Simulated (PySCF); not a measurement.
PySCF input (TPSSh/def2-TZVPD):

```python
from pyscf import gto, scf, dft

mol = gto.M(
    atom='''
    Si   -1.17133653   -0.17343155    0.34627255
    Cl    1.28157539    0.16849737   -0.30085775
    H    -1.40914827   -1.12243005   -0.78894705
    H    -1.56461609    1.18064801   -0.16134527
    H    -2.41430589   -0.49463146    1.21705835
    ''',
    basis='def2-tzvpd',
    charge=-1,
    spin=1,
    verbose=4,
)

mf = dft.UKS(mol, xc='tpssh').density_fit(auxbasis='def2-universal-jkfit')
mf.grids.level = 3
mf.conv_tol = 1e-9
mf.max_cycle = 100
mf.max_memory = 1500
mf.kernel()
if not mf.converged:
    mf = mf.newton()
    mf.kernel(mf.make_rdm1())
for _ in range(2):
    mo, _, stable, _ = mf.stability(return_status=True)
    if stable:
        break
    mf.kernel(mf.make_rdm1(mo, mf.mo_occ))
mf.analyze()
```

End of the output:

```
Extra cycle  E= -751.586276833841  delta_E= -7.05e-12  |g|= 5.93e-06  |ddm|= 1.13e-05
converged SCF energy = -751.586276833841  <S^2> = 0.7543601  2S+1 = 2.0043554
uhf_internal: lowest eigs of H = [0.21291222 0.25374661 0.25684959]
<class 'pyscf.df.df_jk.DFUKS'> wavefunction is stable in the internal stability analysis
**** SCF Summaries ****
Total Energy =                        -751.586276833840998
Nuclear Repulsion Energy =              72.710345547920156
One-electron Energy =                -1191.212460001791669
Two-electron Energy =                  366.915837620030459
Two-electron Coulomb Energy =          417.411668810423635
DFT Exchange-Correlation Energy =      -50.495831190393162
HOMO-LUMO gap [eV] =                     2.188897459566600
**** MO energy ****
                             alpha | beta                alpha | beta
MO #1   energy= -101.123131442984  | -101.121649018928  occ= 1 | 1
MO #2   energy= -65.8003291061874  | -65.7973674319592  occ= 1 | 1
MO #3   energy= -9.12411441982935  | -9.1228337356069   occ= 1 | 1
MO #4   energy= -6.86927564883276  | -6.86558159846668  occ= 1 | 1
MO #5   energy= -6.86488411065845  | -6.86387883759215  occ= 1 | 1
MO #6   energy= -6.86472942885507  | -6.86380336334928  occ= 1 | 1
MO #7   energy= -5.02811194461812  | -5.02452616375494  occ= 1 | 1
MO #8   energy= -3.37723176922126  | -3.37267001047841  occ= 1 | 1
MO #9   energy= -3.37452378876967  | -3.37139148603504  occ= 1 | 1
MO #10  energy= -3.37413902984107  | -3.36933991427214  occ= 1 | 1
MO #11  energy= -0.536782479945764 | -0.528559524830463 occ= 1 | 1
MO #12  energy= -0.324322107339103 | -0.308951614424778 occ= 1 | 1
MO #13  energy= -0.153575894602976 | -0.149903740935725 occ= 1 | 1
MO #14  energy= -0.14983120984398  | -0.138860647531396 occ= 1 | 1
MO #15  energy= -0.114971125743836 | -0.0950290189603662 occ= 1 | 1
MO #16  energy= -0.0747274993344031 | -0.071316314279808 occ= 1 | 1
MO #17  energy= -0.0734386254700344 | -0.0708400798968265 occ= 1 | 1
MO #18  energy= 0.0163079063565554 | 0.0967484049756919 occ= 1 | 0
MO #19  energy= 0.141391018028714  | 0.145740695623328  occ= 0 | 0
MO #20  energy= 0.163028814040033  | 0.168697950286945  occ= 0 | 0
MO #21  energy= 0.171773864070111  | 0.176781795867357  occ= 0 | 0
MO #22  energy= 0.180932339379629  | 0.184289892138218  occ= 0 | 0
MO #23  energy= 0.185684344260539  | 0.19924621914547   occ= 0 | 0
MO #24  energy= 0.212249466677023  | 0.218631785000037  occ= 0 | 0
MO #25  energy= 0.215822650372829  | 0.222400527045079  occ= 0 | 0
MO #26  energy= 0.221323612816808  | 0.228303430177121  occ= 0 | 0
MO #27  energy= 0.225489197244652  | 0.233467326769292  occ= 0 | 0
MO #28  energy= 0.265401514093405  | 0.275175140886392  occ= 0 | 0
MO #29  energy= 0.275190488200714  | 0.281379153866411  occ= 0 | 0
MO #30  energy= 0.287123654467214  | 0.293712607431556  occ= 0 | 0
MO #31  energy= 0.313082329772047  | 0.318482380822775  occ= 0 | 0
MO #32  energy= 0.313393908658829  | 0.326763091787095  occ= 0 | 0
MO #33  energy= 0.352565378142619  | 0.359691819995882  occ= 0 | 0
MO #34  energy= 0.358555996515147  | 0.36168455998562   occ= 0 | 0
MO #35  energy= 0.368099169222901  | 0.373396220983988  occ= 0 | 0
MO #36  energy= 0.377842215672154  | 0.386603982797419  occ= 0 | 0
MO #37  energy= 0.388185803762647  | 0.394643278945872  occ= 0 | 0
MO #38  energy= 0.388459210685694  | 0.398322975256634  occ= 0 | 0
MO #39  energy= 0.40112004692712   | 0.408861144956337  occ= 0 | 0
MO #40  energy= 0.406319596303968  | 0.409211316910626  occ= 0 | 0
MO #41  energy= 0.433245212945752  | 0.443776068328771  occ= 0 | 0
MO #42  energy= 0.437883064385396  | 0.448081694354127  occ= 0 | 0
MO #43  energy= 0.460708472303899  | 0.466396607034826  occ= 0 | 0
MO #44  energy= 0.463679167601676  | 0.46886329143547   occ= 0 | 0
MO #45  energy= 0.492002857818975  | 0.499951021218403  occ= 0 | 0
MO #46  energy= 0.503778666211845  | 0.510307651845296  occ= 0 | 0
MO #47  energy= 0.542727022778677  | 0.550760818381927  occ= 0 | 0
MO #48  energy= 0.547979913125048  | 0.554255838909771  occ= 0 | 0
MO #49  energy= 0.572586859335329  | 0.584795768492766  occ= 0 | 0
MO #50  energy= 0.596306044779414  | 0.609207848738226  occ= 0 | 0
MO #51  energy= 0.597291208056179  | 0.609744826929341  occ= 0 | 0
MO #52  energy= 0.627380647078245  | 0.637025986047869  occ= 0 | 0
MO #53  energy= 0.633772513391823  | 0.638951255590123  occ= 0 | 0
MO #54  energy= 0.638275262222629  | 0.657707021149696  occ= 0 | 0
MO #55  energy= 0.739669680061294  | 0.742586039569239  occ= 0 | 0
MO #56  energy= 0.74295911172897   | 0.748017086327663  occ= 0 | 0
MO #57  energy= 0.781617617327557  | 0.796289995260792  occ= 0 | 0
MO #58  energy= 0.792323243206107  | 0.806392487932035  occ= 0 | 0
MO #59  energy= 0.80702646895644   | 0.810245760394531  occ= 0 | 0
MO #60  energy= 0.812359531679987  | 0.815375414572422  occ= 0 | 0
MO #61  energy= 0.826193916409063  | 0.834837475670179  occ= 0 | 0
MO #62  energy= 0.851638249844579  | 0.863729412574626  occ= 0 | 0
MO #63  energy= 0.857592748872598  | 0.866642135154904  occ= 0 | 0
MO #64  energy= 0.916693335440637  | 0.929961521332981  occ= 0 | 0
MO #65  energy= 0.957801133710383  | 0.964991000839714  occ= 0 | 0
MO #66  energy= 1.1878408247353    | 1.20232306492265   occ= 0 | 0
MO #67  energy= 1.19316765133881   | 1.20643275200172   occ= 0 | 0
MO #68  energy= 1.20582076726023   | 1.23154789636461   occ= 0 | 0
MO #69  energy= 1.21509304945852   | 1.24175264707895   occ= 0 | 0
MO #70  energy= 1.26291485059016   | 1.27821936128061   occ= 0 | 0
MO #71  energy= 1.28818505985512   | 1.31223552511947   occ= 0 | 0
MO #72  energy= 1.29221949528635   | 1.31890690802777   occ= 0 | 0
MO #73  energy= 1.33165645216229   | 1.34491562026633   occ= 0 | 0
MO #74  energy= 1.34368188622821   | 1.35781587793136   occ= 0 | 0
MO #75  energy= 1.35939935723811   | 1.37707997379061   occ= 0 | 0
MO #76  energy= 1.38263976564006   | 1.40509440398067   occ= 0 | 0
MO #77  energy= 1.41940268729032   | 1.44147238854501   occ= 0 | 0
MO #78  energy= 1.50103552364433   | 1.51814871565161   occ= 0 | 0
MO #79  energy= 1.67758127427106   | 1.6961158176       occ= 0 | 0
MO #80  energy= 1.7029780336229    | 1.71795721585818   occ= 0 | 0
MO #81  energy= 1.75244533547399   | 1.76593136700471   occ= 0 | 0
MO #82  energy= 2.03696952039232   | 2.05443685268557   occ= 0 | 0
MO #83  energy= 2.06219249387644   | 2.07855257124922   occ= 0 | 0
MO #84  energy= 2.09831303293641   | 2.1091233943117    occ= 0 | 0
MO #85  energy= 2.1381185344931    | 2.14401536881422   occ= 0 | 0
MO #86  energy= 2.14414632448151   | 2.15033997074083   occ= 0 | 0
MO #87  energy= 2.15827023437805   | 2.17228827181453   occ= 0 | 0
MO #88  energy= 2.17330917526016   | 2.18543834122053   occ= 0 | 0
MO #89  energy= 2.18983087826851   | 2.20309940463704   occ= 0 | 0
MO #90  energy= 2.21325400612647   | 2.2210994314999    occ= 0 | 0
MO #91  energy= 2.24485266550898   | 2.25230727258387   occ= 0 | 0
MO #92  energy= 2.24517691911276   | 2.25414767894041   occ= 0 | 0
MO #93  energy= 2.33006485411484   | 2.33418612944497   occ= 0 | 0
MO #94  energy= 2.3302885853319    | 2.33495033719959   occ= 0 | 0
MO #95  energy= 2.3380941082161    | 2.3440688142609    occ= 0 | 0
MO #96  energy= 2.35942113224567   | 2.36808911793176   occ= 0 | 0
MO #97  energy= 2.41987767885906   | 2.43266719549909   occ= 0 | 0
MO #98  energy= 2.47709433642112   | 2.48518596104025   occ= 0 | 0
MO #99  energy= 2.54557896744204   | 2.55967097988715   occ= 0 | 0
MO #100 energy= 2.58615306847907   | 2.59075512060651   occ= 0 | 0
MO #101 energy= 2.58975604955408   | 2.60323116444464   occ= 0 | 0
MO #102 energy= 2.68372505219339   | 2.69924626788507   occ= 0 | 0
MO #103 energy= 2.75310891534603   | 2.77008878519715   occ= 0 | 0
MO #104 energy= 2.76006861254698   | 2.77481030514687   occ= 0 | 0
[...]
```
